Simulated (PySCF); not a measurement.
C₂H₆FNOSi, SMILES N[Si]1(F)COC1.

Coordinates come from a ωB97X-D3(BJ)/def2-SVP optimisation. The structure was generated by enumeration, and PubChem lists no compound with its InChIKey, so it may never have been made. The values are those of a single conformer.

Vertical ionisation energy (IE) and electron affinity (EA) in eV. Rows of orbital energies are one-electron estimates. Where ΔSCF, EOM or ADC give a negative EA the extra electron is unbound and the value depends on the basis.

| level | IE | EA |
|---|---|---|
| −ε(HOMO), −ε(LUMO), CAM-B3LYP/def2-TZVP (PySCF) | 8.77 | -1.21 |
| −ε(HOMO), −ε(LUMO), PBE/def2-TZVP (PySCF) | ? | ? |

Question: What belongs in the gaps? (The exact figures need the calculation; the answer reports its results.)

Answer: 
- −ε(HOMO), −ε(LUMO), PBE/def2-TZVP (PySCF), IE: 5.78
- −ε(HOMO), −ε(LUMO), PBE/def2-TZVP (PySCF), EA: 0.40
